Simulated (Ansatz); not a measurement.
Ag3Au⁺. Total charge 1; doublet. Geometry B3LYP-D4/def2-SVP, that of the neutral singlet; atoms count from 1.

```xyz
4

Au   -1.120   -1.649    1.354
Ag   -0.194   -0.763   -1.087
Ag    1.116    1.654   -1.356
Ag    0.198    0.758    1.089
```

In the def2 sets Ag, Au take a core potential; there is no spin–orbit coupling. The structure comes from a short search, and lower isomers may exist.

Question: Estimate the Mulliken populations from the PBE0/def2-TZVP orbitals of Ansatz.

Answer: 
```tsv
atom	charge (e)	spin (α − β)	d electrons
Au1	0.27	0.45	9.84
Ag2	0.22	0.06	9.93
Ag3	0.29	0.43	9.94
Ag4	0.22	0.06	9.93
```
Mulliken values and Mayer orders depend strongly on the basis.

Question: Where does the spin sit?

Answer: Summed by element: Au 0.45, Ag 0.55, of 1 unpaired in all. Largest on single atoms: Au1 0.45, Ag3 0.43, Ag4 0.06.

Question: And the Mayer bond orders between bonded heavy atoms (over 0.3)?

Answer: Au1–Ag2 0.44 (2.76 Å); Au1–Ag4 0.44 (2.76 Å); Ag2–Ag3 0.41 (2.76 Å); Ag2–Ag4 0.48 (2.68 Å); Ag3–Ag4 0.41 (2.76 Å).
